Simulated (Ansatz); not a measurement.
Computed with Ansatz on PBE0-D4/def2-TZVP structures; ΔE is electronic, products minus reactants. CBS: MP2 limit from def2 TZ/QZ plus the TZ coupled-cluster correction, frozen cores. This one scheme is used for every species. Functionals use def2-TZVPP. For Ge outer-core shells are correlated without core-valence functions, which leaves a few kJ/mol of doubt a bond. Scalar relativity is left out up to krypton. One conformer a species, not always the lowest.

Consider the ligand exchange at a Ge–N bond: `C[N](C)[Ge][OH]` + H–F → `[OH][Ge][F]` + `CNC`.

`C[N](C)[Ge][OH]`:

```xyz
12

C    -0.815   -0.448   -0.613
N     0.247    0.162    0.139
C     1.168    0.898   -0.693
Ge    0.579    0.128    1.950
O    -0.754   -0.910    2.551
H    -0.431   -1.188   -1.328
H    -1.530   -0.958    0.036
H    -1.377    0.302   -1.186
H     1.956    1.347   -0.082
H     0.662    1.705   -1.239
H     1.650    0.248   -1.436
H    -1.354   -1.286    1.902
```

H–F:

Z-matrix (Å, degrees):
```
F
H 1 0.920
```

`[OH][Ge][F]`:

Cartesian coordinates in Å:
```
O 1.031 0.272 0.079
Ge -0.594 0.971 0.012
F -1.479 -0.552 -0.122
H 1.043 -0.691 0.030
```

`CNC`:

Z-matrix (Å, degrees):
```
C
N 1 1.445
H 1 1.094 2 109.4
H 1 1.092 2 110.0 3 117.9
H 1 1.104 2 114.0 3 -120.2
C 2 1.445 1 112.8 3 65.3
H 2 1.011 1 109.8 3 -171.9
H 6 1.104 2 114.0 1 54.9
H 6 1.094 2 109.4 1 -65.3
H 6 1.092 2 110.0 1 176.8
```

```
             level  ΔE (kJ/mol)  difference from CCSD(T)/CBS
            PBE-D4        -58.5                         -6.6
        r2SCANh-D4        -62.7                        -10.8
          BHLYP-D4        -67.1                        -15.2
           r2SCAN0        -64.9                        -13.0
             BHLYP        -79.4                        -27.5
RPA@PBE/def2-TZVPP        -54.8                         -2.9
      MP2/def2-SVP        -56.6                         -4.7
     HF/def2-QZVPP        -91.4                        -39.5
SCS-MP2/def2-QZVPP        -56.5                         -4.6
     MP2/CBS(def2)        -45.5                          6.4
       CCSD(T)/CBS        -51.9                            0
```

Largest T1 diagnostic among the species: 0.015.

The D4 term adds +14.2 kJ/mol with B3LYP and +7.8 kJ/mol with PBE0; it sums over pairs of atoms, weighted by their polarisabilities, and B3LYP, whose exchange is more repulsive, gets the larger term. Leaving LDA and LC-ωPBE aside and taking each functional with its dispersion term where it has one, the values, not all of them listed here, spread over 18.5 kJ/mol, from B97M-V to revPBE-D4. LDA lies +18.6 kJ/mol from PBE without D4. At CCSD(T), def2-SVP lies −8.8 kJ/mol from the extrapolated value and def2-TZVPP −0.4 kJ/mol.

B3LYP here is the variant with VWN-RPA as its local correlation; programs differ in this.
